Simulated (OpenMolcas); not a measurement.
## Co2+, Rh2+, Ir2+: d7 down the group

```
Program             : OpenMolcas
Method              : CASSCF
Basis               : ANO-R2
Scalar Hamiltonian  : X2C, finite nucleus
Spin-orbit coupling : state interaction with AMFI integrals over the reference wave functions, term energies averaged over their components
```

Active space for each ion: 7 electrons in 5 orbitals (d).

Computed levels in cm-1 above 4F 9/2:

```
                               Level   Co2+   Rh2+   Ir2+
                              4F 7/2    829   2066   7460
                              4F 5/2   1442   3432  10001
                              4F 3/2   1865   4312  10909
                              2G 9/2  19374  15531  17739
                              4P 5/2  19377  14966  17270
                              4P 1/2  20049  16401  20711
                              2G 7/2  20163  17598  23968
                             2H 11/2  25737  20575  23742
                              2P 1/2  26429  22484  31531
weight of 4F in the lowest level (%)    100     98     88
```

Mixed levels, with the weight of the term that names them: Ir2+ 4F 3/2 (53 %), Ir2+ 2G 9/2 (65 %), Ir2+ 4P 1/2 (71 %), Ir2+ 2P 1/2 (71 %).

Measured, with the error of the calculation in %. Measured levels: Co2+ from Sugar and Corliss, J. Phys. Chem. Ref. Data 10, 1097 (1981); Rh2+ from the list in Shadmi, J. Res. Natl. Bur. Stand. 70A, 435 (1966).

| Level | Co2+ | Rh2+ |
| --- | --- | --- |
| 4F 7/2 | 841 (-1.5) | 2148 (-3.8) |
| 4F 5/2 | 1451 (-0.6) | 3486 (-1.5) |
| 4F 3/2 | 1867 (-0.1) | 4322 (-0.2) |
| 2G 9/2 | 16978 (+14.1) |  |
| 4P 5/2 | 15202 (+27.5) | 11062 (+35.3) |
| 4P 1/2 | 15811 (+26.8) |  |
| 2G 7/2 | 17766 (+13.5) |  |
| 2H 11/2 | 22720 (+13.3) |  |

The fine-structure level 4F 3/2 changes by a factor of 5.85 from Co2+ to Ir2+.

Without spin-orbit coupling 2G lies 18924, 14535, 13455 cm-1 above 4F in that order; the difference to the level 2G 9/2, of either sign, comes from spin-orbit coupling, which also lowers the zero.

Without dynamic correlation excited terms often stand tens of per cent too high (terms of higher spin than the ground term too low), and those without a measured partner can miss by more than the paired ones. Levels of configurations with an s electron are missing; early in the row they begin among the upper levels of the d shell and mix with terms of their name (holds for Rh2+). Configurations with an s electron lie low in 5d ions of this charge, fall among these levels and mix in, so low-spin terms can stand far too high, up to twice their true height, and weights are not those of the real levels (holds for Ir2+). Measured partners are found by configuration, term and J. A level has none where our copy of the source lacks it or the pairing is in doubt (some pairs that miss far off the trend of their configuration count as doubtful), and it then counts in no deviation. Levels of configurations outside the active space are missing.
